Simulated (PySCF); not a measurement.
Computed vibrations of Sm(NH2)2

Sm(NH2)2 (singlet in the valence; each metal's 4f electrons, 6 of them, lie in its core potential, out of spins and levels). PySCF 2.14.0, RKS PBE0, Sm lcecp-0-SVP with ECP52, N def2-SVP, H def2-SVP; non-relativistic Hamiltonian with scalar-relativistic core potentials where named; density fitting; no spin-orbit coupling. Central differences of gradients.

```xyz
7

Sm    0.0000   -0.1559   -0.1673
N     1.9337    0.7066    0.7584
H     2.9212    0.5320    0.5599
H     1.9493    1.4011    1.5093
N    -1.9337    0.7066    0.7584
H    -1.9493    1.4011    1.5093
H    -2.9212    0.5320    0.5599
```

Run from Python with OMP_NUM_THREADS=2. Where DIIS fails, smearing, a level shift and second-order steps follow.
It took 41 s on 2 threads of Intel(R) Xeon(R) 6975P-C (Granite Rapids), on a shared host.

(1) What are the harmonic wavenumbers and infrared intensities?

(2) Is this a minimum?

An lcecp potential fixes the number of 4f electrons, so in runs with it no electron can move into or out of that shell.

## Answers

(1) Negative numbers are unstable modes, those under 60 cm⁻¹ near the noise; a finer grid moves soft modes by up to 10 cm⁻¹.
| cm⁻¹ | km/mol |
| --- | --- |
| 88 | 2.7 |
| 169 | 0.0 |
| 188 | 7.5 |
| 284 | 21.3 |
| 348 | 45.9 |
| 453 | 175.5 |
| 457 | 0.0 |
| 466 | 57.2 |
| 467 | 336.9 |
| 1522 | 5.0 |
| 1526 | 4.8 |
| 3505 | 0.9 |
| 3506 | 0.1 |
| 3587 | 0.2 |
| 3588 | 0.3 |

(2) Yes. Ideal gas at 298.15 K and 1 bar: S = 355.7 J/(mol K), Cp = 93.8 J/(mol K), H − H(0 K) = 19.8 kJ/mol (rigid rotor, harmonic modes, spin degeneracy alone, that of the 4f electrons in the core included).
